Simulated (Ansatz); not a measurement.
Job for Ansatz (a first-principles code): R-PBE0/def2-TZVPP on H5NSeSi (SMILES N[Se][SiH3]), a point of a torsion scan.

Ansatz 0.2 input:
```yaml
crystal:
  periodic: [false, false, false]
  atoms:
    - {symbol: N, position_ang: [1.74000538, -0.13462589, -0.01072468]}
    - {symbol: Se, position_ang: [0.54662896, 0.12048441, 1.40992684]}
    - {symbol: Si, position_ang: [1.01094034, -1.67983162, 2.72795874]}
    - {symbol: H, position_ang: [2.62069413, 0.32869878, 0.19883781]}
    - {symbol: H, position_ang: [1.91949244, -1.12482219, -0.14524845]}
    - {symbol: H, position_ang: [0.81373010, -2.89452585, 1.93554684]}
    - {symbol: H, position_ang: [2.40703410, -1.62602162, 3.16592026]}
    - {symbol: H, position_ang: [0.07747023, -1.56394397, 3.83367052]}
basis:
  gaussian:
    orbitals: def2-TZVPP
hamiltonian:
  xc: {name: PBE0}
scf: {lower_state_search: off}
```

It printed:

```
WARN ansatz: RAYON_NUM_THREADS=1 ignored (pool sized by the plan → 1); use --threads N
Functional definition: PBE0
these checks for a lower state are left out or cut short: stability, starts, cluster_reference, orbital_swaps, neighbouring_geometries, increment
integrals: 0.11 GiB planned
1153 factors; their error is unknown
mean field: 0.95 GiB planned
mean field evaluation 1: about -74781.4442 eV, gradient 5.1e1 eV
mean field evaluation 2: about -74771.5800 eV, gradient 8.0e1 eV
mean field evaluation 4: about -74786.2660 eV, gradient 3.2e0 eV
mean field evaluation 8: about -74786.2950 eV, gradient 2.7e-2 eV
mean field evaluation 16: about -74786.7241 eV, gradient 4.0e-5 eV
mean field -74786.72408448 eV, -2748.3614178422 hartree, gradient 3.1e-6 eV, S^2 0.000000; 0 other end points of the search recorded, 0 dependent functions left out
reference -74786.72411249 eV, -2748.3614188718 hartree; 30, 30 occupied and 161, 161 virtual orbitals, 1153 factors
Total energy: -74786.72411249 eV, -2748.3614188718 hartree
Checks for a lower state left out: stability, starts, cluster_reference, orbital_swaps, neighbouring_geometries, increment
```

The calculation finished and met its thresholds.

Cost: around 3 core-seconds (rough).
